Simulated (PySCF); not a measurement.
C2H8OSn, SMILES CC[O][SnH3]. Coordinates come from a PBE-D3(BJ)/def2-SVP optimisation. The structure was generated by enumeration; whether it is a known compound was not checked. The def2 effective core potentials stand for the cores of Sn; spin–orbit coupling is left out. The values are those of a single conformer.

Computed equilibrium geometry at PBE-D3(BJ)/def2-SVP (PySCF confirms it by a frequency run) as Cartesian coordinates in Å, and its point group (one conformer of several):
point group Cs.
```xyz
12

Sn     0.0078     0.9905     0.0000
O     -0.5220    -0.9576     0.0000
C      0.4979    -1.9416     0.0000
C     -0.1537    -3.3175     0.0000
H      0.9394     1.2953     1.4295
H      0.9394     1.2953    -1.4295
H     -1.5116     1.7968     0.0000
H      1.1655    -1.8481    -0.8954
H      1.1655    -1.8481     0.8954
H     -0.7943    -3.4399    -0.8964
H      0.6116    -4.1204     0.0000
H     -0.7943    -3.4399     0.8964
```
Charge 0, spin multiplicity 1.
